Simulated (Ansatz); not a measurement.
Mulliken charges of `[F][Ge]([F])([F])[Br]` from PBE/def2-TZVPP in Ansatz (PBE0-D4/def2-TZVP geometry).

```tsv
atom	x (Å)	y (Å)	z (Å)	charge (e)
F1	1.157	-0.816	1.006	-0.280
Ge2	-0.019	-0.063	0.035	1.010
F3	-0.817	-1.290	-0.831	-0.280
F4	-1.161	0.639	1.082	-0.280
Br5	0.889	1.456	-1.333	-0.170
```

Question: By hand: the dipole of these point charges (1 e Å = 4.8032 D).

Answer: Σ q r = (0.060, 0.100, -0.090) e Å, of length 0.147 e Å = 0.71 D.

Question: How does the dipole of the full density compare? (Estimate.)

Answer: Computed: (0.133, 0.222, -0.200) e Å, 1.57 D; the point charges give 0.45 times that, at 0° from its direction.

Point charges leave out the atoms' own dipoles, such as those of lone pairs, and Mulliken's split depends on the basis, so the two needn't agree.
